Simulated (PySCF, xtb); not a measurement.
Te(H)(tBu) (C4H10Te), SMILES CC(C)(C)[TeH].

GFN2-xTB (xtb) at its own geometry gives an orbital gap of 4.08 eV and a dipole moment of 1.34 D.

Coordinates come from a PBE-D3(BJ)/def2-SVP optimisation. The def2 effective core potentials stand for the cores of Te; spin–orbit coupling is left out.

What does PBE/def2-TZVP (PySCF) give? (An estimate is asked for; the answer gives what the named calculation found.)

gap 3.31 eV (levels -4.95 and -1.64 eV), dipole 1.57 D.
